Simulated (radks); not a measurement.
The silver anion Ag-, 48 electrons, occupied as [Kr] 4d10 5s2.

Method: scalar-relativistic Kohn-Sham, PBEsol, spin-polarised, spherical densities, finite nucleus; Fermi nuclear charge, rms radius 4.5454 fm; hard spherical wall at 1.5 bohr; computed with a radial shooting solver on a logarithmic mesh with Libxc functionals.

Energy parts (hartree):
| part | energy |
|---|---|
| total | -5261.63671 |
| kinetic | 5686.03114 |
| electron-nucleus | -13218.90873 |
| Hartree | 2427.96487 |
| exchange-correlation | -156.72399 |

Orbitals (lengths in bohr, moments of r in powers of bohr; <r^-3> diverges for s and p1/2; r(max) is where P^2 peaks):
| orbital | occ. | eigenvalue (hartree) | <r^-3> | <r> | r(max) | <r^2> |
|---|---|---|---|---|---|---|
| 1s | 2 | -922.5805 | - | 0.03113 | 0.02017 | 0.001310 |
| 2s | 2 | -129.5918 | - | 0.1352 | 0.1141 | 0.02154 |
| 2p | 6 | -115.4477 | 3766 | 0.1179 | 0.09123 | 0.01697 |
| 3s | 2 | -18.64891 | - | 0.3740 | 0.3352 | 0.1603 |
| 3p | 6 | -14.02352 | 648.6 | 0.3748 | 0.3291 | 0.1636 |
| 3d | 10 | -6.64030 | 86.95 | 0.3577 | 0.2786 | 0.1537 |
| 4s | 2 | 1.56472 | - | 0.8426 | 0.8449 | 0.7780 |
| 4p | 6 | 3.07316 | 142.7 | 0.8612 | 0.8829 | 0.8137 |
| 4d | 10 | 5.52604 | 20.17 | 0.8767 | 0.9315 | 0.8486 |
| 4f | 0 | 8.09213 | 2.730 | 0.8958 | 0.9332 | 0.8583 |
| 5s | 2 | 12.51246 | - | 0.8965 | 1.187 | 0.9336 |
| 5p | 0 | 13.88768 | 244.5 | 0.8793 | 1.196 | 0.9089 |
| 6s | 0 | 29.66052 | - | 0.8613 | 1.296 | 0.8881 |

The highest occupied level is 5s at 340.48 eV. The configuration is held as typed, so some empty levels lie below it. The pressure on the wall is 151000 GPa. The electron density at the nucleus is 1.499e+05 e/bohr^3 (large components only).
